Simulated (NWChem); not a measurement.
## Atomisation of disiloxane (H6OSi2)

```
O
Si 1 1.6725
Si 1 1.6725 2 144.62
H 2 1.5014 1 108.33 3 -153.80
H 3 1.5014 1 108.37 2 151.88
H 3 1.5051 5 109.27 1 -120.15
H 2 1.5052 4 109.26 1 120.19
H 2 1.5073 4 109.43 7 119.21
H 3 1.5074 5 109.41 6 -119.21
```
Charge 0, spin multiplicity 1.

Everything below was run with NWChem. The geometry was optimised at PBE/def2-SVP, a minimum by its harmonic frequencies.

Basis set: def2-TZVP. The atomisation energy is electronic alone: no zero-point, thermal, spin-orbit or counterpoise terms. No value is extrapolated to the basis-set limit. Free atoms are single determinants with multiplicities Si 3, O 3, H 2.

B3LYP has NWChem's definition, with VWN1-RPA local correlation. No SCF solution was tested for a lower state.

Task: Order these methods by the atomisation energy they give, lowest first: B3LYP, TPSS, BP86, PBE.

Result: PBE (679.3 kcal/mol), B3LYP (687.4 kcal/mol), BP86 (697.2 kcal/mol), TPSS (703.1 kcal/mol)
